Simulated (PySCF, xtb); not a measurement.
Y(OH) (HOY), SMILES [Y][OH].

Harmonic wavenumbers (cm⁻¹) from GFN2-xTB (xtb) at its own minimum, in rising order: 281, 447, 447, 3626.

Problem. What does PySCF 2.14.0 with PBE0-D3(BJ)/def2-TZVPD give at its own minimum? (The exact figures need the calculation; the answer reports its results.)

Solution. 316, 316, 687, 3980. Paired by order, the mean absolute difference is 190 cm⁻¹ and the zero-point energies are 6.9 and 7.6 kcal/mol.
